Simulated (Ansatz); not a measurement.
Born–Oppenheimer molecular dynamics of C2H7AlO (11 atoms, charge 0, multiplicity 1). It goes on from the last frame of an earlier run, with new velocities.

Level of theory: Ansatz, RKS LDA/STO-3G.

```yaml
ensemble: NVT, Nosé–Hoover chain
time_step: 0.5 fs
steps_asked: 100
set_temperature: 400 K
thermostat: time constant 20 fs, chain length 5
seed: 359866
```

First frame:

```xyz
11
Properties=species:S:1:pos:R:3
C -0.882 1.030 0.001
C 0.082 0.188 0.877
Al 1.178 -0.769 -0.337
O 0.811 -2.060 -1.356
H -1.626 0.360 -0.432
H -1.412 1.774 0.556
H -0.400 1.566 -0.882
H -0.497 -0.430 1.566
H 0.711 0.837 1.510
H 2.653 -0.437 -0.399
H -0.207 -2.207 -1.362
```

(1) What does the run give?

(2) What happens to the structure?

(3) How do temperature and energy run in time?

Results:

(1) All steps were run.

```
steps done                                               : 100
time covered                                             : 50 fs
mean temperature over the second half                    : 485 K
spread of the potential energy over the second half      : 9.4 meV per atom
mean potential energy of the second half above the start : 22.0 meV per atom
```

The conserved energy stayed within 0.26 meV per atom of its start (net change -0.068 meV per atom), so the integration is sound. The mean temperature of the second half is 21 % above the set value. A run of 0.05 ps of so small a system gives no equilibrium averages. Limits of this set-up: minimal basis.

(2) The same pairs are bonded in the first frame and the last. Pairs count as bonded within 1.25 times the sum of covalent radii (0.12 Å more for H–H). Another seed would give other details.

(3) 
| time (fs) | T (K) | potential energy less start (eV) | conserved less start (meV/atom) |
| --- | --- | --- | --- |
| 0.0 | 400 | 0.000 | 0.00 |
| 1.5 | 421 | -0.025 | -0.09 |
| 3.0 | 317 | 0.097 | 0.05 |
| 4.5 | 239 | 0.189 | 0.11 |
| 6.0 | 250 | 0.176 | -0.04 |
| 7.5 | 211 | 0.225 | 0.03 |
| 9.0 | 197 | 0.246 | 0.14 |
| 10.5 | 309 | 0.120 | -0.06 |
| 12.0 | 352 | 0.081 | -0.03 |
| 13.5 | 330 | 0.120 | 0.12 |
| 15.0 | 392 | 0.059 | 0.02 |
| 16.5 | 438 | 0.021 | -0.08 |
| 18.0 | 363 | 0.127 | 0.11 |
| 19.5 | 347 | 0.159 | 0.10 |
| 21.0 | 387 | 0.128 | -0.06 |
| 22.5 | 321 | 0.224 | 0.09 |
| 24.0 | 286 | 0.281 | 0.17 |
| 25.5 | 373 | 0.197 | 0.01 |
| 27.0 | 413 | 0.175 | 0.01 |
| 28.5 | 409 | 0.208 | 0.19 |
| 30.0 | 518 | 0.107 | 0.00 |
| 31.5 | 556 | 0.094 | -0.01 |
| 33.0 | 488 | 0.204 | 0.18 |
| 34.5 | 492 | 0.221 | 0.08 |
| 36.0 | 482 | 0.253 | -0.01 |
| 37.5 | 368 | 0.403 | 0.18 |
| 39.0 | 352 | 0.435 | 0.20 |
| 40.5 | 440 | 0.345 | -0.04 |
| 42.0 | 411 | 0.394 | 0.17 |
| 43.5 | 449 | 0.362 | 0.20 |
| 45.0 | 592 | 0.205 | 0.02 |
| 46.5 | 637 | 0.163 | 0.03 |
| 48.0 | 600 | 0.212 | 0.23 |
| 49.5 | 664 | 0.134 | 0.02 |

The run took 85 s on 1 thread of Arm Neoverse V2 (shared host), peak memory 0.08 GiB.
